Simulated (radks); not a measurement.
Values are calculated unless marked as measured or tabulated.
Polarisability of the neon ion Ne2+, [He] 2s2 2p4, at imaginary frequency. Level of theory: scalar-relativistic Kohn-Sham, LB94 model potential, spin-polarised, spherical densities, finite nucleus; open shells are filled with parallel spins first; Fermi nuclear charge, rms radius 3.0055 fm (a radial shooting solver on a logarithmic mesh with Libxc functionals). Response by self-consistent Sternheimer equations with the Hartree and adiabatic LDA kernel, the relativistic mass of each level held fixed and spin-orbit coupling left out.

w (hartree),alpha1(iw) (bohr^3)
0.00266,0.8555
0.0143,0.8554
0.0360,0.8550
0.0697,0.8536
0.118,0.8500
0.186,0.8422
0.280,0.8264
0.413,0.7968
0.605,0.7457
0.892,0.6653
1.35,0.5495
2.12,0.3982
3.59,0.2301
6.94,0.09124
17.5,0.01884

Static values: alpha1 = 0.8555 bohr^3 (0.1268 angstrom^3; uncoupled 1.069). C6 = 1.073, triple-dipole C9 = 0.6417 atomic units. One-pole (London) frequency 4 C6 / (3 alpha1^2) = 1.955 hartree, against 2.302 for minus the highest occupied eigenvalue.
